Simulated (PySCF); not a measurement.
## Ru²⁺: ionisation energy

Ru²⁺ [Kr] 4d6 (5D) → Ru³⁺ [Kr] 4d5 (6S), as a difference of total energies. Calculation: PySCF 2.14, in aug-cc-pwCVDZ-PP with ECP28MDF (6s6p5d3f, 70 functions); a scalar-relativistic core potential. Correlated levels: valence: 4s2 4p6 frozen. The calculations carry no spin-orbit coupling.

```json
{"method": "UHF", "ionisation energy (eV)": "26.418"}
{"method": "MP2 (valence)", "ionisation energy (eV)": "27.528"}
{"method": "SCS-MP2 (valence)", "ionisation energy (eV)": "27.755"}
{"method": "CCSD (valence)", "ionisation energy (eV)": "27.531"}
{"method": "CCSD(T) (valence)", "ionisation energy (eV)": "27.562"}
```

How much does correlation contribute at CCSD(T) (valence)?

27.562 − (26.418) = 1.144 eV, measured against UHF.

The reference lies between the lowest fine-structure levels, while these numbers refer to the centres of the terms.

Errors of the correlated levels include the incompleteness of this basis and the frozen core.

For comparison: 28.47 eV (semi-empirical (NIST evaluation); NIST Atomic Spectra Database, ionization energies).
